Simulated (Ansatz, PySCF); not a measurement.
C₂H₉NSi, SMILES [SiH2](C)NC.

Coordinates come from a B3LYP-D3(BJ)/def2-SVP optimisation. One conformer was computed; it need not be the lowest.

Vertical ionisation energy (IE) and electron affinity (EA) in eV. Rows of orbital energies are one-electron estimates. Where ΔSCF, EOM or ADC give a negative EA the extra electron is unbound and the value depends on the basis.

```csv
level,IE,EA
"−ε(HOMO), −ε(LUMO), r2SCAN/def2-TZVP (PySCF)",5.52,-0.58
"−ε(HOMO), −ε(LUMO), PBE/def2-TZVP (PySCF)",5.25,-0.04
"ΔSCF, CAM-B3LYP/def2-SVPD (Ansatz), final states of multiplicity 2 and 2",8.85,-1.84
"ΔSCF, PBE/def2-SVPD (Ansatz), final states of multiplicity 2 and 2",8.51,-1.52
```

**Question.** What vertical singlet–triplet gap does ΔSCF give with CAM-B3LYP/def2-SVPD (Ansatz, a first-principles code) and with PBE/def2-SVPD (Ansatz)? (An estimate is asked for; the answer gives what the named calculation found.)

**Answer.** 5.78 and 5.27 eV (triplet above singlet where positive).
